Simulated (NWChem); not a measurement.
System: C3H6Cl2; SMILES ClC(C)(Cl)C

All runs: NWChem. Pople sets run with spherical d functions. The geometry was optimised at PBE0/def2-SVP. B3LYP is NWChem's, with the RPA form of VWN correlation.

Q: Taking B3LYP/aug-cc-pVTZ as the yardstick, which of these has the fewest basis functions while keeping “dipole (D)” within 0.05 D of it: B3LYP/6-31G*; B3LYP/def2-SVPD; B3LYP/3-21G; B3LYP/def2-TZVP; B3LYP/STO-3G; B3LYP/6-311++G**; B3LYP/6-31+G*; B3LYP/def2-SVP?

A: B3LYP/def2-SVPD (a larger set in the list lies outside the tolerance).
| level | basis functions | dipole (D) |
|---|---|---|
| B3LYP/STO-3G | 39 | 2.68 |
| B3LYP/3-21G | 65 | 2.74 |
| B3LYP/6-31G* | 90 | 2.40 |
| B3LYP/def2-SVP | 108 | 2.07 |
| B3LYP/6-31+G* | 110 | 2.45 |
| B3LYP/def2-SVPD | 162 | 2.35 |
| B3LYP/6-311++G** | 168 | 2.41 |
| B3LYP/def2-TZVP | 203 | 2.25 |
| B3LYP/aug-cc-pVTZ | 376 | 2.31 |

The yardstick is one finite set, not the basis-set limit.
